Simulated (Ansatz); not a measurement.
Basis sets compared for K₂I⁺ (the lowest singlet isomer of a short search). The state is a singlet with charge 1. Geometry r2SCAN-D4/def2-TZVP. Ansatz on 4 threads of Arm Neoverse V2 on a shared host; times are rough, and most runs start from earlier orbitals.

Cartesian coordinates in Å:
```
K 0.412 2.761 -1.609
K -0.411 -2.761 1.609
I -0.001 0.000 0.000
```

In the def2 sets I takes a core potential, while STO-3G treats all electrons; there is no spin–orbit coupling. The structure comes from a short search, and lower isomers may exist.

STO-3G and 6-31G are all-electron sets without relativity, so their totals don't compare with the def2 sets.

```csv
level,functions,energy (Eh),HOMO (eV),LUMO (eV),wall time
HF/STO-3G,53,-8036.9581,-8.86,0.49,0.25 s
PBE-D4/def2-SVP,74,-1496.9027,-8.19,-4.57,0.8 s
PBE0-D4/def2-SVP,74,-1497.0345,-9.27,-4.01,1 s
```

(1) Estimate the rows for HF/def2-TZVP, PBE-D4/def2-TZVP, PBE0-D4/def2-TZVP.

Answers

(1) 
```tsv
level	functions	energy (Eh)	HOMO (eV)	LUMO (eV)	wall time
HF/def2-TZVP	116	-1494.9718	-11.73	-2.59	0.8 s
PBE-D4/def2-TZVP	116	-1497.0689	-8.34	-4.62	1.1 s
PBE0-D4/def2-TZVP	116	-1497.1969	-9.39	-4.03	1.8 s
```
